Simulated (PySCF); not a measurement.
# How far are cheaper levels from CCSD(T)/CBS for InI?

PySCF; the state is a singlet (closed shell). The composite is CCSD(T) extrapolated to the basis-set limit from two correlation-consistent sets, with core-valence (CV) and scalar-relativistic (SR) terms as its label shows; it has no spin–orbit coupling and nothing beyond (T). Here it is CCSD(T)/CBS(DT). It gives Re = 2.772 Å, ωe = 177 cm⁻¹ and De = 3.61 eV to In + I.

```csv
level,basis,relativity,Re (Å),ωe (cm⁻¹),De (eV)
RHF,def2-SVP,scalar-relativistic core potentials,2.830,168,2.60
RHF-CCSD,def2-SVP,scalar-relativistic core potentials,2.798,179,3.27
RHF-CCSD,x2c-TZVPPall,spin-free X2C,2.765,178,3.44
PBEsol,x2c-TZVPPall,spin-free X2C,2.757,177,3.97
r²SCAN,cc-pVDZ-PP,scalar-relativistic core potentials,2.793,176,3.69
r²SCAN,x2c-TZVPPall,spin-free X2C,2.771,177,3.73
PBE0,cc-pVDZ-PP,scalar-relativistic core potentials,2.796,175,3.64
PBE0,x2c-TZVPPall,spin-free X2C,2.772,176,3.67
HSE06,cc-pVDZ-PP,scalar-relativistic core potentials,2.799,174,3.67
HSE06,x2c-TZVPPall,spin-free X2C,2.775,175,3.70
```

Question: Give the difference of each row from the composite.

Answer: 

```
   level         basis  ΔRe (pm)  Δωe (%)  ΔDe (eV)
     RHF      def2-SVP      +5.8     -5.1     -1.01
RHF-CCSD      def2-SVP      +2.6     +1.1     -0.34
RHF-CCSD  x2c-TZVPPall      -0.7     +0.6     -0.17
  PBEsol  x2c-TZVPPall      -1.5     +0.0     +0.36
  r²SCAN    cc-pVDZ-PP      +2.1     -0.6     +0.08
  r²SCAN  x2c-TZVPPall      -0.1     +0.0     +0.12
    PBE0    cc-pVDZ-PP      +2.4     -1.1     +0.03
    PBE0  x2c-TZVPPall      +0.0     -0.6     +0.06
   HSE06    cc-pVDZ-PP      +2.7     -1.7     +0.06
   HSE06  x2c-TZVPPall      +0.3     -1.1     +0.09
```

Question: Which rows come closest in De?

Answer: PBE0 in cc-pVDZ-PP (+0.03 eV), counted from the composite.

Correlated steps freeze the inner cores (8 to 36 orbitals); shallow outer-core shells are correlated. Correlated levels converge slowly with the basis: in double zeta they bind strong bonds too weakly, by up to about 1 eV, and carry superposition errors of some tenths. These are scalar-relativistic numbers at best; spin–orbit coupling would shift them, the dissociation energy most. Where the molecule has an RHF reference, its open-shell atoms are computed with UHF.
